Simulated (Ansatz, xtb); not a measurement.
Two isomers of C4H9NSSe

We compare a, `CN(C)C(=S)C[SeH]`, a singlet, with b, `CC(=S)[C@H]([SeH])CN`, a singlet. Both are isolated molecules in the gas phase, relaxed with PBE0-D3(BJ)/def2-SVP; each stands in its lowest conformer found.

Q: Which of the two would you expect CCSD(T)/def2-SVP + ΔMP2/def2-TZVPP electronic energies to favour?

A: Structure a; the calculation gives E(b) − E(a) = +0.125 eV.

The same difference at several levels:

| level | geometry | E(b) − E(a) (eV) | departure from the last row (eV) | job, with rough time for the two |
| --- | --- | --- | --- | --- |
| GFN2-xTB | GFN2-xTB | +0.927 | +0.802 | optimisation, 0.48 s |
| HF/STO-3G | GFN2-xTB | +0.304 | +0.179 | single point, 0.68 s |
| r2SCAN-D4/def2-SVP | GFN2-xTB | +0.356 | +0.231 | single point, 6.3 s |
| PBE0-D3(BJ)/def2-SVP | PBE0-D3(BJ)/def2-SVP | +0.347 | +0.222 | optimisation, 1.7 min |
| HF/def2-SVP | PBE0-D3(BJ)/def2-SVP | +0.282 | +0.156 | part of the CCSD(T) run |
| MP2/def2-SVP | PBE0-D3(BJ)/def2-SVP | +0.200 | +0.075 | part of the CCSD(T) run |
| CCSD(T)/def2-SVP | PBE0-D3(BJ)/def2-SVP | +0.191 | +0.066 | single point |
| CCSD(T)/def2-SVP + ΔMP2/def2-TZVPP | PBE0-D3(BJ)/def2-SVP | +0.125 |  | single point, 3.2 min |

As drawn, b has 2 C–C, 2 N–H in place of 2 C–N, 2 C–H.

The levels shown agree on the order. The largest departure from CCSD(T)/def2-SVP + ΔMP2/def2-TZVPP is that of GFN2-xTB, 0.802 eV. A small imaginary or near-zero mode remains, so no thermal terms are given. The last row adds to CCSD(T) the change of the MP2 difference between the two basis sets, here −0.066 eV.

The correlated steps freeze 19 core orbitals; the filled d shell of Se is correlated, in a basis made for valence electrons. Programs: Ansatz 0.2.0, xtb 6.7.1; the last row on 4 threads of Arm Neoverse V1 on a shared host.
